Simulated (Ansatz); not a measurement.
## Molecular dynamics of AlFH6N2

The input (input.yaml):

```yaml
crystal:
  periodic: [false, false, false]
  atoms:
    - { symbol: Al, position_ang: [0.011235, 0.254546, -0.090379] }
    - { symbol: H, position_ang: [-0.140364, -0.065043, 1.578424] }
    - { symbol: "N", position_ang: [1.566532, 0.08819, -0.918412] }
    - { symbol: H, position_ang: [1.745755, -0.575422, -1.648388] }
    - { symbol: H, position_ang: [2.41242, 0.563335, -0.665222] }
    - { symbol: "N", position_ang: [-1.527556, -0.084425, -0.892397] }
    - { symbol: H, position_ang: [-2.368399, -0.35195, -0.416002] }
    - { symbol: H, position_ang: [-1.693827, -0.002799, -1.877998] }
    - { symbol: F, position_ang: [0.139093, 1.919919, 0.855176] }
    - { symbol: H, position_ang: [-0.00789, 1.15185, 1.5572] }
basis:
  gaussian: { orbitals: "6-31G*" }
hamiltonian:
  xc: { name: BHLYP }
md:
  timestep: 0.5
  n_steps: 200
  ensemble: nve
  temperature: 300.0
  initial_velocities: maxwell_boltzmann
  seed: 8651
```

Launched with:

```bash
$ ansatz run input.yaml --threads 1 --pin off --max-ram 2048MiB --backend cpu --events-out ev --progress --plain --runs-dir out
```

It starts at the highest image of a converged band. Of that band: The profile has 2 maxima (images 2, 6) with wells between them (image 4): this band takes more than one step, which may be the mechanism or a detour left from its start path. Neighbouring images differ by up to 1.6 eV, so the band resolves the path poorly. A vibrational analysis at the climbing image gives one clearly imaginary mode, 684i cm⁻¹: a first-order saddle point.

Output, in part (one step line in 3, the closing report, with atoms numbered from 0):

```
md step     0: t =     0.00 fs  T =   300.0 K  F+E_penalty+E_count = -12389.60232469 eV  E_kin = 0.310224 eV  conserved = -12389.29210069 eV  (24 SCF iters)
md step     3: t =     1.50 fs  T =   243.3 K  F+E_penalty+E_count = -12389.54215522 eV  E_kin = 0.251578 eV  conserved = -12389.29057692 eV  (29 SCF iters)
md step     6: t =     3.00 fs  T =   209.7 K  F+E_penalty+E_count = -12389.50750532 eV  E_kin = 0.216850 eV  conserved = -12389.29065544 eV  (25 SCF iters)
md step     9: t =     4.50 fs  T =   202.9 K  F+E_penalty+E_count = -12389.50144875 eV  E_kin = 0.209821 eV  conserved = -12389.29162817 eV  (30 SCF iters)
md step    12: t =     6.00 fs  T =   132.6 K  F+E_penalty+E_count = -12389.42748033 eV  E_kin = 0.137109 eV  conserved = -12389.29037168 eV  (24 SCF iters)
md step    15: t =     7.50 fs  T =   122.5 K  F+E_penalty+E_count = -12389.41720960 eV  E_kin = 0.126698 eV  conserved = -12389.29051120 eV  (24 SCF iters)
md step    18: t =     9.00 fs  T =   156.6 K  F+E_penalty+E_count = -12389.45368061 eV  E_kin = 0.161967 eV  conserved = -12389.29171322 eV  (30 SCF iters)
md step    21: t =    10.50 fs  T =   126.5 K  F+E_penalty+E_count = -12389.42096191 eV  E_kin = 0.130776 eV  conserved = -12389.29018547 eV  (30 SCF iters)
md step    24: t =    12.00 fs  T =   174.9 K  F+E_penalty+E_count = -12389.47124370 eV  E_kin = 0.180866 eV  conserved = -12389.29037759 eV  (30 SCF iters)
md step    27: t =    13.50 fs  T =   293.6 K  F+E_penalty+E_count = -12389.59482562 eV  E_kin = 0.303582 eV  conserved = -12389.29124375 eV  (29 SCF iters)
md step    30: t =    15.00 fs  T =   398.5 K  F+E_penalty+E_count = -12389.70230318 eV  E_kin = 0.412114 eV  conserved = -12389.29018946 eV  (29 SCF iters)
md step    33: t =    16.50 fs  T =   578.6 K  F+E_penalty+E_count = -12389.89041317 eV  E_kin = 0.598315 eV  conserved = -12389.29209778 eV  (29 SCF iters)
md step    36: t =    18.00 fs  T =   708.2 K  F+E_penalty+E_count = -12390.02338573 eV  E_kin = 0.732313 eV  conserved = -12389.29107278 eV  (29 SCF iters)
md step    39: t =    19.50 fs  T =   920.7 K  F+E_penalty+E_count = -12390.24438244 eV  E_kin = 0.952050 eV  conserved = -12389.29233235 eV  (30 SCF iters)
md step    42: t =    21.00 fs  T =  1127.3 K  F+E_penalty+E_count = -12390.45815211 eV  E_kin = 1.165707 eV  conserved = -12389.29244543 eV  (29 SCF iters)
md step    45: t =    22.50 fs  T =  1232.9 K  F+E_penalty+E_count = -12390.56578251 eV  E_kin = 1.274892 eV  conserved = -12389.29089022 eV  (29 SCF iters)
md step    48: t =    24.00 fs  T =  1397.2 K  F+E_penalty+E_count = -12390.73709799 eV  E_kin = 1.444808 eV  conserved = -12389.29228962 eV  (29 SCF iters)
md step    51: t =    25.50 fs  T =  1463.3 K  F+E_penalty+E_count = -12390.80575053 eV  E_kin = 1.513136 eV  conserved = -12389.29261457 eV  (29 SCF iters)
md step    54: t =    27.00 fs  T =  1542.9 K  F+E_penalty+E_count = -12390.88844715 eV  E_kin = 1.595532 eV  conserved = -12389.29291532 eV  (29 SCF iters)
md step    57: t =    28.50 fs  T =  1568.8 K  F+E_penalty+E_count = -12390.91529748 eV  E_kin = 1.622291 eV  conserved = -12389.29300608 eV  (30 SCF iters)
md step    60: t =    30.00 fs  T =  1451.1 K  F+E_penalty+E_count = -12390.79014542 eV  E_kin = 1.500516 eV  conserved = -12389.28962983 eV  (30 SCF iters)
md step    63: t =    31.50 fs  T =  1530.4 K  F+E_penalty+E_count = -12390.87615451 eV  E_kin = 1.582508 eV  conserved = -12389.29364614 eV  (30 SCF iters)
md step    66: t =    33.00 fs  T =  1412.1 K  F+E_penalty+E_count = -12390.75191574 eV  E_kin = 1.460260 eV  conserved = -12389.29165602 eV  (29 SCF iters)
md step    69: t =    34.50 fs  T =  1406.8 K  F+E_penalty+E_count = -12390.74641846 eV  E_kin = 1.454781 eV  conserved = -12389.29163731 eV  (30 SCF iters)
md step    72: t =    36.00 fs  T =  1517.0 K  F+E_penalty+E_count = -12390.86206098 eV  E_kin = 1.568658 eV  conserved = -12389.29340293 eV  (30 SCF iters)
md step    75: t =    37.50 fs  T =  1471.7 K  F+E_penalty+E_count = -12390.81088327 eV  E_kin = 1.521886 eV  conserved = -12389.28899715 eV  (29 SCF iters)
md step    78: t =    39.00 fs  T =  1693.1 K  F+E_penalty+E_count = -12391.04417802 eV  E_kin = 1.750753 eV  conserved = -12389.29342475 eV  (29 SCF iters)
md step    81: t =    40.50 fs  T =  1747.5 K  F+E_penalty+E_count = -12391.09965979 eV  E_kin = 1.807026 eV  conserved = -12389.29263368 eV  (29 SCF iters)
md step    84: t =    42.00 fs  T =  1764.4 K  F+E_penalty+E_count = -12391.11763440 eV  E_kin = 1.824578 eV  conserved = -12389.29305612 eV  (29 SCF iters)
md step    87: t =    43.50 fs  T =  1765.0 K  F+E_penalty+E_count = -12391.11776237 eV  E_kin = 1.825183 eV  conserved = -12389.29257903 eV  (29 SCF iters)
md step    90: t =    45.00 fs  T =  1649.3 K  F+E_penalty+E_count = -12390.99602866 eV  E_kin = 1.705546 eV  conserved = -12389.29048299 eV  (29 SCF iters)
md step    93: t =    46.50 fs  T =  1651.2 K  F+E_penalty+E_count = -12391.00064500 eV  E_kin = 1.707444 eV  conserved = -12389.29320141 eV  (29 SCF iters)
md step    96: t =    48.00 fs  T =  1528.2 K  F+E_penalty+E_count = -12390.87048410 eV  E_kin = 1.580309 eV  conserved = -12389.29017539 eV  (29 SCF iters)
md step    99: t =    49.50 fs  T =  1572.3 K  F+E_penalty+E_count = -12390.92034300 eV  E_kin = 1.625877 eV  conserved = -12389.29446572 eV  (29 SCF iters)
md step   102: t =    51.00 fs  T =  1509.7 K  F+E_penalty+E_count = -12390.85256777 eV  E_kin = 1.561185 eV  conserved = -12389.29138326 eV  (30 SCF iters)
md step   105: t =    52.50 fs  T =  1449.5 K  F+E_penalty+E_count = -12390.78853862 eV  E_kin = 1.498884 eV  conserved = -12389.28965414 eV  (29 SCF iters)
md step   108: t =    54.00 fs  T =  1577.2 K  F+E_penalty+E_count = -12390.92600924 eV  E_kin = 1.630962 eV  conserved = -12389.29504714 eV  (29 SCF iters)
md step   111: t =    55.50 fs  T =  1427.8 K  F+E_penalty+E_count = -12390.76536528 eV  E_kin = 1.476456 eV  conserved = -12389.28890976 eV  (31 SCF iters)
md step   114: t =    57.00 fs  T =  1497.0 K  F+E_penalty+E_count = -12390.84268199 eV  E_kin = 1.548022 eV  conserved = -12389.29466037 eV  (29 SCF iters)
md step   117: t =    58.50 fs  T =  1444.7 K  F+E_penalty+E_count = -12390.78590522 eV  E_kin = 1.493891 eV  conserved = -12389.29201417 eV  (29 SCF iters)
md step   120: t =    60.00 fs  T =  1329.5 K  F+E_penalty+E_count = -12390.66437282 eV  E_kin = 1.374794 eV  conserved = -12389.28957863 eV  (30 SCF iters)
md step   123: t =    61.50 fs  T =  1404.5 K  F+E_penalty+E_count = -12390.74692087 eV  E_kin = 1.452324 eV  conserved = -12389.29459727 eV  (27 SCF iters)
md step   126: t =    63.00 fs  T =  1272.7 K  F+E_penalty+E_count = -12390.60520974 eV  E_kin = 1.316064 eV  conserved = -12389.28914600 eV  (31 SCF iters)
md step   129: t =    64.50 fs  T =  1297.5 K  F+E_penalty+E_count = -12390.63632299 eV  E_kin = 1.341676 eV  conserved = -12389.29464699 eV  (30 SCF iters)
md step   132: t =    66.00 fs  T =  1196.3 K  F+E_penalty+E_count = -12390.52766175 eV  E_kin = 1.237094 eV  conserved = -12389.29056819 eV  (30 SCF iters)
md step   135: t =    67.50 fs  T =  1185.1 K  F+E_penalty+E_count = -12390.51608604 eV  E_kin = 1.225446 eV  conserved = -12389.29064031 eV  (30 SCF iters)
md step   138: t =    69.00 fs  T =  1266.6 K  F+E_penalty+E_count = -12390.60435005 eV  E_kin = 1.309784 eV  conserved = -12389.29456613 eV  (29 SCF iters)
md step   141: t =    70.50 fs  T =  1187.5 K  F+E_penalty+E_count = -12390.51548963 eV  E_kin = 1.227953 eV  conserved = -12389.28753674 eV  (27 SCF iters)
md step   144: t =    72.00 fs  T =  1395.4 K  F+E_penalty+E_count = -12390.73880554 eV  E_kin = 1.442985 eV  conserved = -12389.29582091 eV  (29 SCF iters)
md step   147: t =    73.50 fs  T =  1348.2 K  F+E_penalty+E_count = -12390.68434846 eV  E_kin = 1.394143 eV  conserved = -12389.29020568 eV  (29 SCF iters)
md step   150: t =    75.00 fs  T =  1424.5 K  F+E_penalty+E_count = -12390.76348929 eV  E_kin = 1.473071 eV  conserved = -12389.29041804 eV  (30 SCF iters)
md step   153: t =    76.50 fs  T =  1600.3 K  F+E_penalty+E_count = -12390.95105066 eV  E_kin = 1.654860 eV  conserved = -12389.29619075 eV  (29 SCF iters)
md step   156: t =    78.00 fs  T =  1474.5 K  F+E_penalty+E_count = -12390.81299805 eV  E_kin = 1.524800 eV  conserved = -12389.28819788 eV  (31 SCF iters)
md step   159: t =    79.50 fs  T =  1559.8 K  F+E_penalty+E_count = -12390.90804157 eV  E_kin = 1.612995 eV  conserved = -12389.29504649 eV  (29 SCF iters)
md step   162: t =    81.00 fs  T =  1419.0 K  F+E_penalty+E_count = -12390.75841467 eV  E_kin = 1.467404 eV  conserved = -12389.29101068 eV  (29 SCF iters)
md step   165: t =    82.50 fs  T =  1330.6 K  F+E_penalty+E_count = -12390.66667331 eV  E_kin = 1.375957 eV  conserved = -12389.29071666 eV  (29 SCF iters)
md step   168: t =    84.00 fs  T =  1312.4 K  F+E_penalty+E_count = -12390.65177236 eV  E_kin = 1.357134 eV  conserved = -12389.29463886 eV  (29 SCF iters)
md step   171: t =    85.50 fs  T =  1181.4 K  F+E_penalty+E_count = -12390.51047224 eV  E_kin = 1.221670 eV  conserved = -12389.28880174 eV  (30 SCF iters)
md step   174: t =    87.00 fs  T =  1262.4 K  F+E_penalty+E_count = -12390.59954107 eV  E_kin = 1.305417 eV  conserved = -12389.29412399 eV  (29 SCF iters)
md step   177: t =    88.50 fs  T =  1202.6 K  F+E_penalty+E_count = -12390.53295529 eV  E_kin = 1.243588 eV  conserved = -12389.28936705 eV  (30 SCF iters)
md step   180: t =    90.00 fs  T =  1375.4 K  F+E_penalty+E_count = -12390.71421646 eV  E_kin = 1.422315 eV  conserved = -12389.29190140 eV  (29 SCF iters)
md step   183: t =    91.50 fs  T =  1513.8 K  F+E_penalty+E_count = -12390.85988494 eV  E_kin = 1.565339 eV  conserved = -12389.29454596 eV  (30 SCF iters)
md step   186: t =    93.00 fs  T =  1545.5 K  F+E_penalty+E_count = -12390.88771794 eV  E_kin = 1.598188 eV  conserved = -12389.28952952 eV  (30 SCF iters)
md step   189: t =    94.50 fs  T =  1745.5 K  F+E_penalty+E_count = -12391.10014404 eV  E_kin = 1.804977 eV  conserved = -12389.29516716 eV  (28 SCF iters)
md step   192: t =    96.00 fs  T =  1643.0 K  F+E_penalty+E_count = -12390.98898326 eV  E_kin = 1.698962 eV  conserved = -12389.29002101 eV  (30 SCF iters)
md step   195: t =    97.50 fs  T =  1683.3 K  F+E_penalty+E_count = -12391.03264193 eV  E_kin = 1.740692 eV  conserved = -12389.29195023 eV  (30 SCF iters)
md step   198: t =    99.00 fs  T =  1659.7 K  F+E_penalty+E_count = -12391.01070400 eV  E_kin = 1.716251 eV  conserved = -12389.29445312 eV  (29 SCF iters)
md step   200: t =   100.00 fs  T =  1523.6 K  F+E_penalty+E_count = -12390.86374230 eV  E_kin = 1.575532 eV  conserved = -12389.28821040 eV  (25 SCF iters)
Total energy: -12390.86396652 eV, -455.3558519402 hartree
Atom 0 at     0.078082     0.716864    -0.349246 Å, force     1.349702    -3.090433    -1.921065 eV/Å
Atom 1 at    -1.319388    -5.248817     5.832129 Å, force    -0.127833     2.566320    -2.751735 eV/Å
Atom 2 at     1.642700    -0.084259    -0.903637 Å, force    -0.937617     1.896737     1.612823 eV/Å
Atom 3 at     1.895169    -0.782548    -1.544021 Å, force    -0.353688    -0.865625    -0.860838 eV/Å
Atom 4 at     2.490188     0.189304    -0.440674 Å, force     0.085860     0.225724     0.054509 eV/Å
Atom 5 at    -1.461119    -0.102370    -0.644132 Å, force    -0.375558     0.907547     0.832847 eV/Å
Atom 6 at    -2.182332     0.320547    -0.051694 Å, force     0.046339    -0.774248    -0.786733 eV/Å
Atom 7 at    -1.716556    -0.999640    -1.028714 Å, force     0.094965     0.428959     0.276417 eV/Å
Atom 8 at     0.049249     2.090246     0.468958 Å, force     0.089979     1.271348     0.792038 eV/Å
Atom 9 at    -1.296974    -5.698499     6.314311 Å, force     0.127849    -2.566330     2.751736 eV/Å
Dipole moment:     0.009960    -0.324852    -0.061559 e Å
```

All steps were run. The conserved energy stayed within 0.46 meV per atom of its start (net change 0.39 meV per atom), so the integration is sound. The kinetic energy rose, since the run started high on the potential surface and went downhill. It ends in pieces (AlFH4N2 + H2), so much of that is their flight and rotation, not heat. A run of 0.1 ps of so small a system gives no equilibrium averages. The orbitals stay closed-shell, which can raise the energy where a bond breaks towards radicals; this wasn't checked here.

Between its relaxed ends the band would form H2–H10 and break Al1–H2, F9–H10. These pairs go: H2–H10 1.22 → 0.66 Å, Al1–H2 1.71 → 8.70 Å, F9–H10 1.05 → 9.83 Å. In the last frame they stand as after the step (other bonds may differ from the relaxed reactants and products). Also parted: Al1–H10 1.88 → 9.35 Å. It ends as AlFH4N2 + H2. Pairs count as bonded within 1.25 times the sum of covalent radii (0.12 Å more for H–H).

Last frame:

```xyz
10
Properties=species:S:1:pos:R:3
Al 0.078 0.717 -0.349
H -1.319 -5.249 5.832
N 1.643 -0.084 -0.904
H 1.895 -0.782 -1.544
H 2.490 0.189 -0.441
N -1.461 -0.102 -0.644
H -2.182 0.321 -0.052
H -1.717 -1.000 -1.029
F 0.049 2.090 0.469
H -1.297 -5.699 6.314
```

Time of the run: 9.4 min on 1 thread of Arm Neoverse V2, on a shared host, peak memory 0.17 GiB.
